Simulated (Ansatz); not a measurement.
Consider the atomization: `O[Si](O)(Br)Br` → 2 Br• + 2 H• + 2 O• + Si•.

Calculated with Ansatz (gas phase, PBE0-D4/def2-TZVP geometries, no zero-point term in ΔE). CCSD(T)/CBS is the MP2 limit (def2-TZVPP, def2-QZVPP) plus CCSD(T) − MP2 in def2-TZVPP, frozen cores. This one scheme is used for every species, atoms too. Functionals use def2-TZVPP. Open shells (•) are unrestricted, without spin–orbit coupling. Spin–orbit coupling would lower the free atoms: a little for O, Si; clearly for Br. Bonds to Br are less sure, by a few kJ/mol each and by 10 to 20 or more in all where they break to atoms, as the def2 sets lack core-valence functions. Scalar relativity is left out up to krypton. Each species was taken in one conformer, which may not be the lowest.

| level | ΔE (kcal/mol) |
| --- | --- |
| PBE-D4 | 622.1 |
| revPBE | 588.0 |
| BLYP | 593.0 |
| r2SCAN | 615.8 |
| r2SCAN0 | 600.2 |
| BHLYP | 574.3 |
| HF/def2-SVP | 411.8 |
| HF/def2-TZVPP | 426.2 |

**Question.** What does CCSD(T)/CBS give? (Estimate.)

**Answer.** The calculation gave: +620.5 kcal/mol. The listed levels differ from it by 1.6, -32.5, -27.5, -4.7, -20.3, -46.2, -208.7, -194.3 kcal/mol.

Largest T1 diagnostic among the species: 0.012.

Leaving LDA and LC-ωPBE aside and taking each functional with its dispersion term where it has one, the values, not all of them listed here, spread over 39.6 kcal/mol, from BHLYP-D4 to PBE-D4. LDA lies +95.6 kcal/mol from PBE without D4, its usual overbinding. From PBE to PBE0 (25 % exact exchange), in def2-TZVPP and without D4, ΔE moves by −14.0 kcal/mol: exact exchange takes away binding that semilocal exchange gives to molecules. At CCSD(T), def2-SVP lies −68.4 kcal/mol from the extrapolated value and def2-TZVPP −25.7 kcal/mol: correlation converges slowly with the basis, and small sets miss more of it in the bonded molecule than in its fragments.

For atomizations the MP2-based limit and the directly extrapolated one differ by several kJ/mol either way, and by 10 to 25 for some Ge, Se and Sn compounds, so smaller differences from it don't rank the levels.
